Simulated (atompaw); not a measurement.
# Reading a pseudo-wave (Zr)

Columns: radius, all-electron u(r) and pseudo u(r) of the 4d shell (level -4.65 eV) of zirconium in the configuration [Ar] 3d10 4s2 4p6 4d2 5s1 5p1; PBE, scalar-relativistic, PAW (atompaw) scheme, atompaw 4.2.0.5.

| r (bohr) | all-electron | pseudo |
| --- | --- | --- |
| 0.085 | -0.0720 | 0.0003 |
| 0.169 | -0.2196 | 0.0025 |
| 0.254 | -0.3022 | 0.0085 |
| 0.338 | -0.2931 | 0.0196 |
| 0.423 | -0.2176 | 0.0373 |
| 0.508 | -0.1064 | 0.0623 |
| 0.592 | 0.0164 | 0.0944 |
| 0.677 | 0.1397 | 0.1343 |
| 0.762 | 0.2541 | 0.1807 |
| 0.846 | 0.3544 | 0.2317 |
| 0.931 | 0.4416 | 0.2869 |
| 1.015 | 0.5133 | 0.3431 |
| 1.100 | 0.5716 | 0.3995 |
| 1.185 | 0.6168 | 0.4535 |
| 1.269 | 0.6499 | 0.5027 |
| 1.354 | 0.6733 | 0.5468 |
| 1.438 | 0.6878 | 0.5837 |
| 1.523 | 0.6952 | 0.6139 |
| 1.608 | 0.6965 | 0.6365 |
| 1.692 | 0.6930 | 0.6516 |
| 1.777 | 0.6855 | 0.6596 |
| 1.862 | 0.6748 | 0.6608 |
| 1.946 | 0.6618 | 0.6558 |
| 2.031 | 0.6469 | 0.6451 |
| 2.115 | 0.6307 | 0.6305 |
| 2.200 | 0.6133 | 0.6133 |

Q: How many radial nodes do the two functions have?

A: The all-electron 4d function has n − l − 1 = 1; the pseudo-wave has 0, since the states of the same l below it are removed with the core.

Q: Is the pseudo-wave norm-conserving?

A: No, it belongs to a PAW set: the norm inside the radius is not constrained, and the difference is carried by the augmentation charge.
